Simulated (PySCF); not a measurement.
C2H3BF2O2.
Atom-mapped SMILES: `[O:1]=[C:2]([OH:3])[CH2:4][B:5]([F:6])[F:7]` (hydrogens: H8 on O3; H9, H10 on C4)

Geometry (PBE0-D3(BJ)/def2-SVP, Å), atoms numbered from 1 in this order:
```xyz
10
C2H3BF2O2 angstrom
O      1.2042   -1.4654   -0.8388
C      0.9319   -0.5164   -0.1540
O      1.7628    0.5186    0.0235
C     -0.3689   -0.3209    0.5644
B     -1.3736    0.5763   -0.2402
F     -0.9650    1.4393   -1.1456
F     -2.6705    0.5104   -0.0162
H      2.5501    0.3369   -0.5128
H     -0.8244   -1.2974    0.7747
H     -0.1979    0.1971    1.5240
```

The closed-shell ground state was solved at several levels (PySCF, density fitting, gas phase, non-relativistic).

```tsv
level	basis functions	HOMO (eV)	LUMO (eV)	gap (eV)	dipole (D)
KT2/pcSseg-2	294	-6.91	-1.32	5.59	1.81
PBE0/def2-SVP	113	-8.17	0.04	8.21	1.77
PBE0/cc-pVDZ	113	-8.01	0.12	8.13	1.74
OPBE/pcSseg-2	294	-6.65	-1.11	5.54	1.80
PBE0/6-31G*	104	-7.99	0.29	8.28	1.69
PBE0/pcJ-1	219	-8.38	-0.15	8.23	1.84
B97-2/pcJ-1	219	-8.08	-0.19	7.89	1.83
LDA/pcJ-1	219	-6.86	-1.51	5.35	1.79
LC-wPBE/pcSseg-2	294	-11.27	2.07	13.34	1.91
```

(1) Estimate the row for CAM-B3LYP/pcJ-1, a basis of 219 functions; the other rows only guide the guess.

(2) Over all these levels, which gives the widest orbital gap and which the narrowest?

(3) How much does the basis alone move the frontier levels among the 4 PBE0 rows?

(4) In the pcJ-1 basis, how does the gap go with the fixed share of exact exchange?

(5) How far do the dipole and the HOMO energy spread over the levels?

Results:

(1) HOMO -9.86 eV, LUMO 1.02 eV, gap 10.88 eV, dipole 1.84 D.

(2) LC-wPBE/pcSseg-2 (range-separated hybrid) has the widest, 13.34 eV, and LDA/pcJ-1 (LDA) the narrowest, 5.35 eV. Functional and basis both differ between the two, so the spread mixes both effects.

(3) The HOMO by 0.39 eV and the LUMO by 0.44 eV. By rising basis size (HOMO, LUMO in eV): 6-31G* -7.99, 0.29; def2-SVP -8.17, 0.04; cc-pVDZ -8.01, 0.12; pcJ-1 -8.38, -0.15.

(4) LDA (0 %) 5.35 eV; B97-2 (21 %) 7.89 eV; PBE0 (25 %) 8.23 eV. Each rise in the share widens the gap here.

(5) The dipole runs from 1.69 to 1.91 D (mean 1.80 D) and the HOMO from -11.27 to -6.65 eV.

One conformer stands for the species.
